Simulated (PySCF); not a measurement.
C2H7FOSi2, SMILES F[Si@H](C=C)O[SiH3].

Coordinates come from a PBE-D3(BJ)/def2-SVP optimisation. The structure was generated by enumeration; whether it is a known compound was not checked. The values are those of a single conformer.

The numbers are results of PBE0/def2-TZVP (PySCF), not measurements.

Gas-phase values at a fixed geometry.

Computed frontier levels, gap, dipole moment and polarisability:
| Quantity | Value |
|---|---|
| highest occupied level | -8.35 eV |
| lowest empty level | -1.01 eV |
| orbital gap | 7.34 eV |
| dipole moment | 1.89 D |
| quadrupole, principal values (traceless, Buckingham form, about the centre of nuclear charge) | -3.88, -0.06, 3.94 D·Å |
| mean static polarisability | 75.4 bohr³ (11.17 Å³) |
| polarisability, principal values | 66.9, 69.6, 89.7 bohr³ |
